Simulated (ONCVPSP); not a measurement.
## Pseudopotential generation for P (Z = 15): ONCV, LDA (Perdew-Wang 92), scalar-relativistic.

ONCVPSP 4.0.1 input, shortened (lines: element, Z, core and valence counts, functional; n l f; lmax; l rc ep ncon nbas qcut; lloc lpopt rc5 dvloc0; l nproj debl; icmod fcfact rcfact), LDA (Perdew-Wang 92), scalar-relativistic:

```
  P 15.00    3    2  -001012      upf
    1    0    2.00
    2    0    2.00
    2    1    6.00
    3    0    2.00
    3    1    3.00
    2
    0    1.60    0.00    3    7    4.10
    1    1.80    0.00    3    7    4.30
    2    1.75    0.33    4    7    5.10
    0    5    1.60    0.00
    0    0    0.50
    1    2    3.70
    2    2    0.60
    1    0.75    0.00
```

All-electron outer shells of the reference configuration (LDA (PZ), scalar-relativistic, ld1.x):

```json
{"shell": "2s", "level (eV)": "-173.14", "outermost node (bohr)": "0.14", "outermost maximum (bohr)": "0.42"}
{"shell": "2p", "level (eV)": "-124.52", "outermost node (bohr)": "–", "outermost maximum (bohr)": "0.35"}
{"shell": "3s", "level (eV)": "-14.02", "outermost node (bohr)": "0.66", "outermost maximum (bohr)": "1.56"}
{"shell": "3p", "level (eV)": "-5.60", "outermost node (bohr)": "0.64", "outermost maximum (bohr)": "1.83"}
```

Estimate the cutoffs (Ha) at which the residual kinetic energy of the hardest occupied pseudo-wave falls to 1 and 0.1 mHa per electron.

9.7 Ha and 49 Ha.

Does the potential have ghost states?

No bound ghost flagged; no localised positive-energy state flagged.

Which valence shell sets the plane-wave cutoff?

3s: 10 Ha for 1 mHa per electron, against 4 Ha for 3p.

Tests: 3s2 3p2; 3s2 3p1; 3s2 3p0; 3s1 3p4. Which has the largest error in its energy relative to the reference configuration, and how large is it?

3s2 3p0, with +82 meV (all-electron minus pseudo) on +58.95 eV.
